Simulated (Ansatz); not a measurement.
Molecule: sum formula H₂BO, charge -1, multiplicity 1. It need not be the lowest isomer of its formula. Whether it binds its extra electron was not tested at this geometry. 
Coordinates optimised at B3LYP-D3(BJ)/def2-TZVP (Ansatz, a first-principles code):
SMILES: B[O-]
```xyz
4

B     -0.5488     0.1790    -0.1233
O      0.6455    -0.2105     0.1450
H     -1.4037    -0.5182    -0.7351
H     -1.0164     1.3075     0.1916
```
Charge -1, spin multiplicity 1.

Basis-set convergence of Hartree-Fock and CCSD correlation energies (hartree) with Ansatz. Cores are frozen in the correlated levels unless marked. No spin-orbit coupling. No relativistic terms.

| basis | functions | E(HF) | E(corr, CCSD) |
|---|---|---|---|
| def2-SVPD | 59 | -100.65961 | -0.32218 |
| def2-TZVPPD | 111 | -100.77333 | -0.37866 |
| def2-QZVPPD | 195 | -100.77817 | -0.40038 |

Extrapolating the two largest sets (X = 3 and 4) as X^-3: E(corr) = (64·(-0.40038) - 27·(-0.37866))/37 = -0.4162 Eh, an estimate of the basis-set limit. The largest set recovers 96.2 % of it, the smallest 77.4 %.
